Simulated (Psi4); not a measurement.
Complex: H2 (SMILES [H][H]) (first 2 atoms) with C4H6 (SMILES C=CC=C); geometry from B3LYP-D3(BJ)/def2-TZVP, rigid monomers moved along the line of their centres of mass till H2···C4 is 5.56 Å.
(charge 0, multiplicity 1):
```xyz
12

H     -0.39781    -0.77197    -0.13853
H     -0.31462    -0.32971     0.45481
C      1.22985     2.00925     5.06407
C      0.32038     1.29972     5.73441
C      0.44916    -0.11402     6.03721
C     -0.46413    -0.82434     6.70097
H      2.14379     1.55387     4.70048
H      1.09087     3.06189     4.85832
H     -0.58580     1.78678     6.08409
H      1.35499    -0.60144     5.68734
H     -0.32782    -1.87802     6.90316
H     -1.37887    -0.36873     7.06230
```

Level of theory: SAPT0/jun-cc-pV(D+d)Z (Psi4).

**Question.** Give the four SAPT terms and the total, and say what mostly holds the pair together.

**Answer.** electrostatics -0.02, exchange 0.00, induction 0.00, dispersion -0.03, total -0.05 kcal/mol; the largest attraction is dispersion.
